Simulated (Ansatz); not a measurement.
Start from `[O]=[Mo]([OH])([OH])([F])[F]` and change one atom or group to get `[O]=[Mo]([OH])([OH])([OH])[F]`.

Ansatz, PBE0-D4/def2-TZVP geometries, multiplicity 1. Each molecule was computed in one conformer, which needn't be the lowest.

Elements past krypton have def2 core potentials.

```json
{"property": "LUMO energy (PBE/def2-TZVPP) / eV", "`[O]=[Mo]([OH])([OH])([F])[F]`": "-4.52"}
{"property": "LUMO energy (B3LYP/def2-TZVPP) / eV", "`[O]=[Mo]([OH])([OH])([F])[F]`": "-4.13"}
{"property": "LUMO energy (ωB97M-V/def2-TZVPP) / eV", "`[O]=[Mo]([OH])([OH])([F])[F]`": "-1.70"}
{"property": "LUMO energy (PBE0/def2-TZVPP) / eV", "`[O]=[Mo]([OH])([OH])([F])[F]`": "-3.89"}
{"property": "HOMO–LUMO gap (PBE/def2-TZVPP) / eV", "`[O]=[Mo]([OH])([OH])([F])[F]`": "3.72"}
{"property": "HOMO energy (PBE/def2-TZVPP) / eV", "`[O]=[Mo]([OH])([OH])([F])[F]`": "-8.24"}
```

(1) Give the same properties after the change, and the shifts. (Estimate.)

Answers

(1) The calculation gave: 
| property | `[O]=[Mo]([OH])([OH])([OH])[F]` | shift |
| --- | --- | --- |
| LUMO energy (PBE/def2-TZVPP) / eV | -4.26 | 0.26 |
| LUMO energy (B3LYP/def2-TZVPP) / eV | -3.84 | 0.29 |
| LUMO energy (ωB97M-V/def2-TZVPP) / eV | -1.43 | 0.27 |
| LUMO energy (PBE0/def2-TZVPP) / eV | -3.60 | 0.29 |
| HOMO–LUMO gap (PBE/def2-TZVPP) / eV | 3.57 | -0.15 |
| HOMO energy (PBE/def2-TZVPP) / eV | -7.83 | 0.41 |

With PBE0 the HOMO rises by 0.45 eV and the LUMO rises by 0.29 eV, so the gap narrows by about 0.16 eV. PBE moves the HOMO by 0.41 eV and ωB97M-V by 0.43 eV.

B3LYP here is the variant with VWN-RPA as its local correlation; programs differ in this.
